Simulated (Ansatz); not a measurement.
`C[Si](F)(Cl)[SeH]` → `F[Si]Cl` + `C[SeH]` at 400 K and 1 bar (silylene formation by 1,1-elimination).

Calculated with Ansatz (gas phase, PBE0-D4/def2-TZVP geometries, no zero-point term in ΔE). CCSD(T)/CBS is the MP2 limit (def2-TZVPP, def2-QZVPP) plus CCSD(T) − MP2 in def2-TZVPP, frozen cores. This one scheme is used for every species. For Se outer-core shells are correlated without core-valence functions, which leaves a few kJ/mol of doubt a bond. Scalar relativity is left out up to krypton. Each species was taken in one conformer, which may not be the lowest.

```json
{"species": "`C[Si](F)(Cl)[SeH]`", "CCSD(T)/CBS energy (Eh)": "-3289.98488", "H − E (kJ/mol)": "168.0", "S (J/(mol·K))": "410.1"}
{"species": "`F[Si]Cl`", "CCSD(T)/CBS energy (Eh)": "-848.72390", "H − E (kJ/mol)": "26.7", "S (J/(mol·K))": "290.0"}
{"species": "`C[SeH]`", "CCSD(T)/CBS energy (Eh)": "-2441.15625", "H − E (kJ/mol)": "135.4", "S (J/(mol·K))": "284.5"}
```

H − E and S are ideal-gas, rigid-rotor, harmonic terms from PBE0-D4/def2-TZVP, for one conformer and one mirror image of each species. 1 Eh = 2625.50 kJ/mol, R = 8.31446 J/(mol·K).

By hand: ΔE, ΔH, ΔS and ΔG.

ΔE = (-848.72390) + (-2441.15625) − (-3289.98488) = 0.10473 Eh = 275.0 kJ/mol. Δ(H − E) = 26.7 + 135.4 − 168.0 = -5.9, so ΔH = 269.1 kJ/mol. ΔS = 290.0 + 284.5 − 410.1 = 164.4 J/(mol·K). ΔG = 269.1 − 400 × (164.4)/1000 = 203.3 kJ/mol.

By hand: the equilibrium constant, and the temperature at which ΔG would vanish if ΔH and ΔS stayed fixed.

log₁₀ K = −ΔG/(RT ln 10) = -26.5. ΔG = 0 at ΔH/ΔS = 1637 K.

The number of gas molecules changes by +1, which sets the sign of ΔS. A doubt of 5 kJ/mol in ΔE shifts log₁₀ K by 0.7 here. Other conformers and mirror images would add mixing entropy, several J/(mol·K) or more a flexible species. These are equilibria of isolated gas molecules and say nothing of rates. Largest T1 diagnostic: 0.014 (customary marks: 0.02 for closed shells, 0.045 for open ones).
